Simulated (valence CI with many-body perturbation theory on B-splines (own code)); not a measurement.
I³⁹⁺ in brief

Computed by relativistic CI+MBPT: four valence electrons over a frozen Dirac-Fock core [Ne], a basis of 9 s, 9 p, 8 d, 6 f, 3 g, 1 h functions for each j, with the one-electron correlation potential Σ1, the two-electron term Σ2, the three-electron term Σ3, Breit, model QED; selected CI, second order for the rest, scaled by the run's own slope (own B-spline code, finite nucleus).

No measured spectrum was set against this ion. As an estimate, large intervals hold to a few tenths of a per cent, small ones and those within an open d or f shell to about a per cent.

Levels are named by their leading jj configuration (3d3/2^4 stands for four electrons in 3d with j = 3/2), which in mixed levels can hold well under half, so a name can repeat and another be missing.

Rates and lifetimes use the calculated energies. Strong lines usually hold to 10 to 20 %, long lifetimes can be off by a factor of two.

(1) What is the ground level?

(2) Where does the other parity begin?

(3) What are the static dipole polarisabilities of the lowest levels?

(4) What is the ionisation energy?

(5) Among levels below 2976500 cm⁻¹, which E1 lines absorb most strongly from the ground level?

Answers

(1) (3s^2 3p1/2^2) J=0, composition 73 % 3s²3p² ³P + 26 % 3s²3p² ¹S.

(2) At (3s 3p1/2^2 3p3/2) J=2, 1340000 cm⁻¹.

(3) (3s^2 3p1/2^2) J=0 0.0129; (3s^2 3p1/2 3p3/2) J=1 0.0146 (tensor 0.00063); (3s^2 3p1/2 3p3/2) J=2 0.0146 (tensor 0.0011) bohr³, of which the core gives 0.000205.

(4) 2837.9 eV; NIST lists 2836 ± 4 eV (theoretical).

(5) to (3s^2 3p1/2 3d3/2) J=1 at 5.245 nm, f = 0.654; to (3s 3p1/2^2 3p3/2) J=1 at 6.682 nm, f = 0.147; to (3s 3p1/2 3p3/2^2) J=1 at 4.779 nm, f = 0.0167.
